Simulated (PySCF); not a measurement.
**Shifts of the heteroatoms**

Mapped SMILES: `[O:1]=[C:2]([OH:3])/[CH:4]=[CH:5]\[C@H:6]([Cl:7])[SiH2:8][SiH3:9]` (H(Xn): hydrogen on atom n). Ha(Si8) is pro-R; Hb(Si8) is pro-S.

Isolated molecule, non-relativistic, one computed conformer, rapidly exchanging positions averaged. Shieldings: GIAO PBE0/pcSseg-1; geometry: GFN2-xTB; PySCF 2.14.

**Question.** What are the ²⁹Si shifts?

**Answer.** 
```json
{"atoms": "Si8", "environment": "silicon bonded to C, Si, 2 H", "σ (ppm)": "378.1", "δ (ppm)": "-30.8"}
{"atoms": "Si9", "environment": "silicon bonded to Si, 3 H", "σ (ppm)": "462.6", "δ (ppm)": "-100.3"}
```

Shieldings were converted by a linear fit to measured shifts: ²⁹Si (scatter 8.9 ppm rms, 25.8 ppm with the 6 outliers that the fit left out vs TMS, solution or neat liquid). Occasional misses reach two or three times the rms, and more in compound classes unlike the fitted ones.

On a 500 MHz spectrometer ²⁹Si resonates near 99.3 MHz, so 1 ppm is 99.3 Hz.

**Question.** Predict the ¹⁷O NMR data.

**Answer.** 
| atoms | environment | σ (ppm) | δ (ppm) |
| --- | --- | --- | --- |
| O1 | carbonyl oxygen | -101.5 | 359.1 |
| O3 | acid hydroxyl oxygen | 119.9 | 157.5 |

Shieldings were converted by a linear fit to measured shifts: ¹⁷O (scatter 10.7 ppm rms, 12.2 ppm with the 3 outliers that the fit left out vs liquid water, solution or neat liquid). Occasional misses reach two or three times the rms, and more in compound classes unlike the fitted ones.

On a 500 MHz spectrometer ¹⁷O resonates near 67.8 MHz, so 1 ppm is 67.8 Hz.

In solution the two oxygens of a carboxylic acid exchange roles by proton transfer and give one 17O line. Hydrogen bonding in solution shields acid and N–H amide carbonyl oxygens by tens of ppm.
